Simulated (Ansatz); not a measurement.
One change: `C[Si](O)(O)Br` becomes `C[Si](O)(O)O`.

Ansatz, PBE0-D4/def2-TZVP geometries, multiplicity 1. Each molecule was computed in one conformer, which needn't be the lowest.

Scalar relativity is left out up to krypton.

```
                                      property  `C[Si](O)(O)Br`
           HOMO energy (B3LYP/def2-TZVPP) / eV            -8.14
size of the dipole moment (PBE/def2-TZVPP) / D             0.92
            HOMO energy (PBE0/def2-TZVPP) / eV            -8.41
           HOMO–LUMO gap (PBE/def2-TZVPP) / eV             6.77
             LUMO energy (PBE/def2-TZVPP) / eV            -0.29
             HOMO energy (PBE/def2-TZVPP) / eV            -7.06
```

(1) Give the same properties after the change, and the shifts. (Best estimate.)

## Answers

(1) The calculation gave: 
| property | `C[Si](O)(O)O` | shift |
| --- | --- | --- |
| HOMO energy (B3LYP/def2-TZVPP) / eV | -8.47 | -0.33 |
| size of the dipole moment (PBE/def2-TZVPP) / D | 1.37 | 0.45 |
| HOMO energy (PBE0/def2-TZVPP) / eV | -8.71 | -0.30 |
| HOMO–LUMO gap (PBE/def2-TZVPP) / eV | 6.86 | 0.09 |
| LUMO energy (PBE/def2-TZVPP) / eV | -0.25 | 0.04 |
| HOMO energy (PBE/def2-TZVPP) / eV | -7.11 | -0.05 |

The zero-point energy changes by 34.1 kJ/mol with +3 modes. Dipoles are sizes alone; their direction can turn.

B3LYP here is the variant with VWN-RPA as its local correlation; programs differ in this.

Spin–orbit coupling is left out; it splits and shifts lone-pair levels of the heavy atoms by tenths of an eV.
